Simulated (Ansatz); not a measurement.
Reading a saddle point

A first-order saddle point of BSiH6ClO2, singlet, PBE0-D4/def2-TZVP, with one imaginary mode of 812i cm⁻¹:

B1  (-0.685, 0.305, -0.080)
Si2  (1.246, -0.790, -0.261)
O3  (-0.894, 0.840, -1.304)
O4  (-1.645, -0.345, 0.634)
H5  (0.529, 0.656, 0.538)
Cl6  (0.094, 1.966, 1.458)
H7  (2.323, -0.055, -0.960)
H8  (1.714, -1.392, 1.008)
H9  (0.615, -1.809, -1.134)
H10  (-1.826, 1.010, -1.478)
H11  (-1.471, -0.386, 1.578)
(Å)

Program: Ansatz 0.2.0. Basis: def2-TZVPP and def2-QZVPP. Cores are frozen in the correlated methods. Extrapolation: Hartree–Fock as exp(−7.88 √X), correlation as X^−2.97.

Q: Which contacts change along the imaginary mode, and what lies on either side? (Judge from chemistry; the calculation decides.)

A: Computed: The step is BSiH₅O₂ ([OH][B]([OH])[SiH3]) + HCl → BH₂ClO₂ ([OH][B]([OH])[Cl]) + SiH₄, with the molecules in contact on both sides. Shortening one way: B1–Cl6, Si2–H5; lengthening the same way: B1–Si2, H5–Cl6.
```json
{"pair": "B1–Cl6", "one side (Å)": "4.00", "saddle (Å)": "2.39", "other side (Å)": "1.77"}
{"pair": "Si2–H5", "one side (Å)": "3.38", "saddle (Å)": "1.80", "other side (Å)": "1.48"}
{"pair": "B1–Si2", "one side (Å)": "2.04", "saddle (Å)": "2.23", "other side (Å)": "4.04"}
{"pair": "H5–Cl6", "one side (Å)": "1.30", "saddle (Å)": "1.66", "other side (Å)": "5.31"}
```

Q: Which side is lower, and how far does the saddle lie above each? (To be estimated.)

A: By the calculation: The side with B1–Cl6, Si2–H5 short is lower by 92.4 kJ/mol; the saddle lies 237.0 kJ/mol above it and 144.5 kJ/mol above the other (CCSD(T) at an estimated basis limit (MP2 extrapolated from triple and quadruple zeta, plus CCSD(T) − MP2 in triple zeta); electronic energies).

T1 diagnostic: at most 0.014.

Labels in which every atom is bracketed show which atoms are joined, not bond orders.

For scale, one of the runs: CCSD(T)/def2-TZVPP, 261 basis functions, launched by `ansatz run in.yaml --threads 8 --pin off --events-out ev --progress --plain --max-ram 19148MiB`. Hardware: 8 CPU threads of an Intel Xeon Platinum 8488C, shared host. Wall time 73 s; peak host memory 6.2 GiB.
